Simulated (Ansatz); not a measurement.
# Ligand exchange: C3H6Ge + SiHCl3 → C2H3ClGe + SiH(CH3)Cl2

Gas-phase species: C3H6Ge `C#[C][GeH2][CH3]`, singlet; SiHCl3 (trichlorosilane) `Cl[SiH](Cl)Cl`, singlet; C2H3ClGe `C#[C][GeH2][Cl]`, singlet; SiH(CH3)Cl2 (methyldichlorosilane), singlet. The partners trade CH3 for Cl: Ge–CH3 and Si–Cl bonds give way to Ge–Cl and Si–CH3.

Shapes, held fixed at every level: PBE0-D4/def2-TZVP. Programs: Ansatz 0.2.0. The zero-point and thermal change to 298 K, harmonic and unscaled (PBE0-D4/def2-TZVP), is -0.2 kJ/mol.

(1) Estimate ΔH(298 K) of this reaction.

## Answers

(1) The highest level, CCSD(T)/def2-TZVPP, gives ΔH(298 K) = +4.3 kJ/mol; the levels span -0.8 to +6.9. They disagree on the sign: 7 of 8 are positive. The column of differences is taken from that level and isn't an error. No measured value is set beside it here. Relativity is left out for Ge. Outer-core shells of Ge are correlated, in sets that cover them unevenly.

| level | kind | ΔH(298 K) (kJ/mol) | less CCSD(T)/def2-TZVPP |
| --- | --- | --- | --- |
| PBE-D4/def2-TZVPP | GGA | +3.5 | -0.8 |
| r2SCAN-D4/def2-TZVPP | meta-GGA | +2.7 | -1.6 |
| B3LYP-D4/def2-TZVPP | global hybrid | +0.8 | -3.5 |
| PBE0-D4/def2-TZVPP | global hybrid | +2.0 | -2.3 |
| r2SCAN0-D4/def2-TZVPP | global hybrid | +1.9 | -2.4 |
| MP2/def2-TZVPP | perturbation theory | +6.9 | +2.6 |
| CCSD/def2-SVP | coupled cluster or CI | -0.8 | -5.1 |
| CCSD(T)/def2-TZVPP | coupled cluster or CI | +4.3 | 0.0 |
